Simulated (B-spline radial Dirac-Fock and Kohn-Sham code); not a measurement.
Z = 42 (molybdenum), transition energy 114 keV. These are calculated numbers from a radial B-spline solver; the model is a Dirac-Hartree-Slater potential of the neutral atom with a Latter tail (no hole, which puts coefficients of high multipoles low close above an edge), finite nucleus with surface currents. Subshells that would emit electrons below 1 keV are left out.

Task: A pure transition shows α(K) = 0.0760, L1/L2 = 14.3 and L1/L3 = 9.34. What is its multipolarity?
A. M1
B. M4
C. E3
D. E1
E. M3
F. E4
G. E2
H. M2

Result: D. For comparison, α(K), L1/L2, L1/L3 are E2 0.617, 2.38, 1.89; E3 4.13, 0.548, 0.483; E4 26.5, 0.178, 0.165; M1 0.154, 18.1, 55.9; M2 1.37, 10.1, 10.2; M3 10.6, 6.45, 2.73; M4 80.9, 4.60, 1.24.
